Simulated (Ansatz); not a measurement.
`O/C(F)=[CH]\[GeH3]` + H₂Se → `[GeH3][SeH]` + `C=C(O)F` at 500 K and 1 bar (ligand exchange at a Ge–C bond).

Isolated molecules relaxed with PBE0-D4/def2-TZVP in Ansatz; ΔE leaves out vibrations. CCSD(T)/CBS is the MP2 limit (def2-TZVPP, def2-QZVPP) plus CCSD(T) − MP2 in def2-TZVPP, frozen cores. For Ge, Se outer-core shells are correlated without core-valence functions, which leaves a few kJ/mol of doubt a bond. Scalar relativity is left out up to krypton. One conformer a species, not always the lowest.

| species | CCSD(T)/CBS energy (Eh) | H − E (kJ/mol) | S (J/(mol·K)) |
| --- | --- | --- | --- |
| `O/C(F)=[CH]\[GeH3]` | -2330.15381 | 210.5 | 425.2 |
| H₂Se | -2401.89790 | 53.1 | 237.8 |
| `[GeH3][SeH]` | -4479.23116 | 112.4 | 340.9 |
| `C=C(O)F` | -252.84296 | 158.1 | 325.5 |

H − E and S are ideal-gas, rigid-rotor, harmonic terms from PBE0-D4/def2-TZVP, for one conformer and one mirror image of each species. 1 Eh = 2625.50 kJ/mol, R = 8.31446 J/(mol·K).

Task: By hand: ΔE, ΔH, ΔS and ΔG.

Result: ΔE = (-4479.23116) + (-252.84296) − (-2330.15381) − (-2401.89790) = -0.02241 Eh = -58.8 kJ/mol. Δ(H − E) = 112.4 + 158.1 − 210.5 − 53.1 = 6.9, so ΔH = -51.9 kJ/mol. ΔS = 340.9 + 325.5 − 425.2 − 237.8 = 3.4 J/(mol·K). ΔG = -51.9 − 500 × (3.4)/1000 = -53.6 kJ/mol.

Task: By hand: the equilibrium constant, and the temperature at which ΔG would vanish if ΔH and ΔS stayed fixed.

Result: log₁₀ K = −ΔG/(RT ln 10) = 5.6. ΔH and −TΔS have one sign here, so there is no such temperature.

The number of gas molecules stays the same, so ΔS is small and ΔH decides. A doubt of 5 kJ/mol in ΔE shifts log₁₀ K by 0.5 here. Other conformers and mirror images would add mixing entropy, several J/(mol·K) or more a flexible species. Modes under 60 cm⁻¹, often nearly free rotors, make the harmonic entropy too high. These are equilibria of isolated gas molecules and say nothing of rates. Largest T1 diagnostic: 0.012 (customary marks: 0.02 for closed shells, 0.045 for open ones).

ΔS is within the doubt of such terms, so its sign, and with it that verdict, could turn.
